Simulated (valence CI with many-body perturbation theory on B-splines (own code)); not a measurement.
Energy levels of Dy17+

Level of theory: configuration interaction combined with many-body perturbation theory (CI+MBPT): three valence electrons over a frozen Dirac-Fock core [Kr] 4d10, radial functions for each j: 7 s, 7 p, 7 d, 7 f, 4 g, 2 h, with the one-electron correlation potential Σ1 (screened to all orders), the two-electron term Σ2, the three-electron term Σ3, Breit, model QED; selected single and double excitations, second order for the rest, scaled by the run's own slope (own B-spline code, finite nucleus).

No measured levels were compared; by estimate terms of the open shell hold to a few per cent of their energy, and close levels can change places.

Levels 46 to 90 of 244, with energies above the lowest level, (4f5/2^3) J=9/2. "Leading %" is the weight of the configuration and term that name the level; weights of strongly mixed levels are sums over their largest components and can fall short. In the jj column 3d3/2^4 stands for four electrons in 3d with j = 3/2. Lifetimes count E1, E2, E3, M1 and M2 decay at the calculated energies, and are blank where another channel may lead or the interval is too uncertain; long ones can be off by a factor of two.

```csv
No.,Configuration,Term,J,E (cm⁻¹),Leading %,Second component,Lifetime,Leading jj
46,4f²5s,⁴F,5/2,207830,89,7 % 4f²5s ²F,10.1 μs,4f5/2^2 5s (55 %)
47,4f²5s,²H,9/2,209730,64,18 % 4f²5s ⁴H,11.2 μs,4f5/2 4f7/2 5s (73 %)
48,4f²5s,⁴H,13/2,211430,99,,31.7 μs,4f7/2^2 5s (77 %)
49,4f²5s,⁴F,7/2,212200,92,6 % 4f²5s ²G,10.6 μs,4f5/2 4f7/2 5s (96 %)
50,4f²5s,⁴F,9/2,214270,60,20 % 4f²5s ²G,11.1 μs,4f5/2 4f7/2 5s (93 %)
51,4f²5s,²G,7/2,219010,65,28 % 4f²5s ²F,9.95 μs,4f5/2 4f7/2 5s (86 %)
52,4f²5s,²F,5/2,220320,86,9 % 4f²5s ⁴F,6.26 μs,4f5/2 4f7/2 5s (74 %)
53,4f²5s,²H,11/2,221660,93,5 % 4f²5s ⁴H,7.25 μs,4f7/2^2 5s (67 %)
54,4f²5s,²G,9/2,226260,63,33 % 4f²5s ⁴F,12.7 μs,4f7/2^2 5s (92 %)
55,4f²5s,²F,7/2,231750,72,24 % 4f²5s ²G,5.91 μs,4f7/2^2 5s (91 %)
56,4f²5s,²D,5/2,238250,64,29 % 4f²5s ⁴P,3.64 μs,4f5/2 4f7/2 5s (69 %)
57,4f²5s,²D,3/2,239250,78,10 % 4f²5s ⁴P,4.06 μs,4f5/2 4f7/2 5s (53 %)
58,4f²5s,⁴P,1/2,242920,96,,4.58 μs,4f5/2^2 5s (57 %)
59,4f²5s,⁴P,3/2,246430,88,7 % 4f²5s ²D,3.13 μs,4f5/2 4f7/2 5s (88 %)
60,4f²5s,²I,13/2,248670,99,,3.66 μs,4f5/2 4f7/2 5s (77 %)
61,4f²5s,²I,11/2,248820,98,,3.32 μs,4f5/2 4f7/2 5s (74 %)
62,4f²5s,⁴P,5/2,252450,71,28 % 4f²5s ²D,2.70 μs,4f7/2^2 5s (85 %)
63,4f²5s,²P,1/2,255740,97,,1.04 μs,4f5/2 4f7/2 5s (78 %)
64,4f²5s,²P,3/2,261260,89,9 % 4f²5s ²D,1.05 μs,4f7/2^2 5s (62 %)
65,4f²5s,²S,1/2,310270,97,,783 ns,4f7/2^2 5s (73 %)
66,4f²5p,⁴I°,9/2,435120,61,31 % 4f²5p ²H°,134 ps,4f5/2^2 5p1/2 (96 %)
67,4f5s²,²F°,5/2,437750,99,,4.11 μs,4f5/2 5s^2 (99 %)
68,4f²5p,⁴H°,7/2,441800,49,33 % 4f²5p ²G°,125 ps,4f5/2^2 5p1/2 (88 %)
69,4f²5p,⁴I°,11/2,448090,52,20 % 4f²5p ⁴H°,129 ps,4f5/2 4f7/2 5p1/2 (98 %)
70,4f²5p,⁴G°,5/2,448560,72,22 % 4f²5p ²F°,129 ps,4f5/2^2 5p1/2 (79 %)
71,4f²5p,⁴H°,9/2,448630,39,26 % 4f²5p ⁴G°,128 ps,4f5/2 4f7/2 5p1/2 (98 %)
72,4f5s²,²F°,7/2,449250,99,,1.60 μs,4f7/2 5s^2 (99 %)
73,4f²5p,²D°,3/2,451660,45,40 % 4f²5p ⁴F°,130 ps,4f5/2^2 5p1/2 (72 %)
74,4f²5p,⁴G°,7/2,455150,41,17 % 4f²5p ⁴F°,130 ps,4f5/2 4f7/2 5p1/2 (94 %)
75,4f²5p,⁴F°,5/2,457320,34,30 % 4f²5p ⁴D°,130 ps,4f5/2 4f7/2 5p1/2 (96 %)
76,4f²5p,⁴G°,11/2,457660,52,27 % 4f²5p ²H°,127 ps,4f7/2^2 5p1/2 (78 %)
77,4f²5p,²G°,9/2,458600,30,25 % 4f²5p ²H°,127 ps,4f5/2 4f7/2 5p1/2 (94 %)
78,4f²5p,⁴H°,13/2,459690,35,32 % 4f²5p ²I°,126 ps,4f7/2^2 5p1/2 (69 %)
79,4f²5p,²F°,7/2,461910,34,30 % 4f²5p ⁴D°,123 ps,4f5/2 4f7/2 5p1/2 (92 %)
80,4f²5p,²F°,7/2,469780,35,27 % 4f²5p ⁴D°,127 ps,4f7/2^2 5p1/2 (96 %)
81,4f²5p,²H°,9/2,473180,37,30 % 4f²5p ²G°,124 ps,4f7/2^2 5p1/2 (97 %)
82,4f²5p,²P°,3/2,479590,40,27 % 4f²5p ²D°,129 ps,4f5/2 4f7/2 5p1/2 (60 %)
83,4f²5p,²F°,5/2,480300,54,21 % 4f²5p ²D°,125 ps,4f5/2 4f7/2 5p1/2 (66 %)
84,4f²5p,⁴D°,1/2,484850,59,17 % 4f²5p ²S°,126 ps,4f5/2^2 5p1/2 (71 %)
85,4f²5p,⁴P°,1/2,486290,37,34 % 4f²5p ²S°,132 ps,4f5/2 4f7/2 5p1/2 (96 %)
86,4f²5p,²I°,11/2,490180,56,42 % 4f²5p ²H°,127 ps,4f5/2 4f7/2 5p1/2 (76 %)
87,4f²5p,²K°,13/2,490710,56,40 % 4f²5p ²I°,128 ps,4f5/2 4f7/2 5p1/2 (69 %)
88,4f²5p,⁴D°,3/2,490840,62,17 % 4f²5p ²P°,122 ps,4f5/2 4f7/2 5p1/2 (84 %)
89,4f²5p,²D°,5/2,496620,35,30 % 4f²5p ⁴D°,124 ps,4f7/2^2 5p1/2 (78 %)
90,4f²5p,⁴S°,3/2,496640,41,26 % 4f²5p ⁴P°,125 ps,4f7/2^2 5p1/2 (72 %)
```

Where two levels of one J and parity lie close, their mixing, g and order are uncertain.
